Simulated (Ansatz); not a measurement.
A nudged elastic band was laid between two geometries of ClF5Mo + H2 (9 atoms, charge 0, multiplicity 1).

Computed with Ansatz 0.2.0, RKS B3LYP/def2-SVP.

```yaml
movable_images: 9
climbing_image: yes
spring: 5.0 eV/Å²
optimiser: quadratic models (default)
start_path: through a guess of the saddle point
force_threshold: 0.05 eV/Å
iteration_limit: 60
end_points: relaxed
```

First end point:

```xyz
9
Properties=species:S:1:pos:R:3
Mo -0.323 -0.327 -0.129
Cl -0.365 -0.360 2.146
F 1.510 -0.318 -0.143
F -0.332 1.506 -0.151
F -2.155 -0.336 -0.206
F -0.313 -2.159 -0.199
F -0.291 -0.303 -1.969
H 2.357 2.436 1.503
H 2.263 2.312 2.249
```

Last end point:

```xyz
9
Properties=species:S:1:pos:R:3
Mo -0.092 0.203 -0.387
Cl 0.840 0.405 3.121
F 1.704 0.160 0.057
F -0.916 1.530 -1.372
F -1.675 0.269 0.544
F -0.138 -1.550 0.176
F 0.480 -0.274 -2.070
H 0.206 1.553 0.537
H 1.943 0.155 2.496
```

Which bonds break or form, and what moves?

Bonds broken: Mo1–Cl2, H8–H9. Bonds formed: Mo1–H8, Cl2–H9. ClF5Mo + H2 becomes ClH + F5HMo.

Give the energies along the band, and the barrier.

The run converged. The highest image is number 5 of 0 to 10, 133.2 kJ/mol above the first end and 66.8 kJ/mol above the last; the last end lies 66.4 kJ/mol above the first. A structure lower than the first end lies on the path between it and the top, so the climb from that side starts below the end, which may itself be a saddle point or a shallow side well. A vibrational analysis at the climbing image gives one clearly imaginary mode, 332i cm⁻¹: a first-order saddle point. The orbitals stay closed-shell, which can raise the energy where a bond breaks towards radicals; this wasn't checked here.

| image | path coordinate (Å) | energy (kJ/mol) | Mo1–Cl2 (Å) | H8–H9 (Å) | Mo1–H8 (Å) |
| --- | --- | --- | --- | --- | --- |
| 0 | 0.00 | 0.0 | 2.28 | 0.76 | 4.18 |
| 1 | 1.14 | -0.5 | 2.27 | 0.76 | 4.06 |
| 2 | 2.29 | 0.1 | 2.27 | 0.76 | 3.91 |
| 3 | 3.43 | 23.5 | 2.29 | 0.76 | 3.29 |
| 4 | 4.57 | 76.7 | 2.36 | 0.76 | 2.64 |
| 5 | 5.71 | 133.2 | 2.69 | 0.94 | 1.84 |
| 6 | 6.46 | 100.2 | 3.05 | 1.58 | 1.69 |
| 7 | 7.21 | 76.3 | 3.31 | 2.28 | 1.67 |
| 8 | 7.95 | 71.7 | 3.57 | 2.83 | 1.66 |
| 9 | 8.70 | 68.8 | 3.63 | 2.98 | 1.66 |
| 10 | 9.45 | 66.4 | 3.64 | 2.97 | 1.66 |

What is the geometry of the highest image?


```xyz
9
Properties=species:S:1:pos:R:3
Mo 0.154 0.140 -0.084
Cl 0.559 -0.514 2.492
F 1.968 -0.043 -0.055
F 0.096 1.825 -0.898
F -1.498 0.564 0.570
F -0.330 -1.632 0.075
F 0.089 -0.303 -1.861
H 0.638 1.499 1.066
H 0.676 0.913 1.798
```

Run time: 11 min on 4 threads of Arm Neoverse V2, on a shared host, peak memory 0.36 GiB.
